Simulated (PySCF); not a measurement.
# Structure from NMR data

The spectra below were simulated for a compound C$_{12}$H$_{10}$.

$^{1}$H NMR (500 MHz, computed): δ 7.70 (dd, J = 9.8, 1.5 Hz, 1H), 7.52 (m, 1H), 7.50 (m, 1H), 7.49 (d, J = 9.8 Hz, 1H), 7.28 (m, 1H), 7.27 (m, 1H), 7.18 (d, J = 1.5 Hz, 1H), 6.50 (dd, J = 18.9, 12.3 Hz, 1H), 5.98 (d, J = 18.9 Hz, 1H), 5.32 (d, J = 12.3 Hz, 1H).

$^{13}$C{$^{1}$H} NMR (computed): δ 133.0, 127.0, 125.2, 125.0, 122.8, 122.1, 121.7, 121.4, 119.9, 119.8, 114.0, 107.5.

Computational details: B3LYP/pcJ-1 coupling constants (without the spin–dipole term), σ from GIAO-KT3/pcSseg-1, structure optimised with PBE0-D3(BJ)/def2-SVP, in PySCF 2.14 (single conformer, no solvent, no relativistic terms).

Shifts are taken against calculated references (same method and geometry level): $^{1}$H (σref 31.32) and $^{13}$C (σref 182.31) vs TMS.

Problem. Deduce the structure.

Solution. 
- The formula gives 8 degrees of unsaturation (2 rings in the answer).
- 12 carbon signals for 12 carbons: no two carbons are equivalent.
- Carbon types of the structure: 3 × C, 8 × CH, 1 × CH2, which accounts for all hydrogens.
- δC 133.0: alkene CH; an sp2 carbon of a C=C bond.
- δC 127.0: substituted aromatic carbon.
- δC 125.2, 125.0: ring-fusion aromatic carbon.
- δC 122.8, 122.1, 121.7, 121.4, 119.9, 119.8, 114.0: aromatic CH.
- δC 107.5: terminal =CH2 carbon; an sp2 carbon of a C=C bond.
- δH 7.70, 7.52, 7.50, 7.49, 7.28, 7.27, 7.18: hydrogen on an aromatic CH; the ring current deshields protons in the ring plane.
- δH 6.50: hydrogen on an alkene CH; a vinylic proton, deshielded by the sp2 carbon and the C=C anisotropy.
- The protons at 5.98 and 6.50 share a coupling of 18.9 Hz (vicinal, trans across C=C).
- The protons at 5.32 and 6.50 share a coupling of 12.3 Hz (vicinal, cis across C=C).
- The protons at 7.70 and 7.49 share a coupling of 9.8 Hz (vicinal, an ortho-type coupling).

The compound is `C1=CC=C2C(=C1)C=CC(C=C)=C2`.

The shifts were computed for this structure.

Splittings below 1 Hz are ignored in the labels, and close J values are merged. Unscaled 3J(H,H) at this level run about 10 % above measured values. Shifts are as computed, not scaled to solution data. Of 1211 compounds with measured shifts, 218 miss one by over three times the rms of a fit or turn the order of signals round; such compounds aren't used in these exercises.
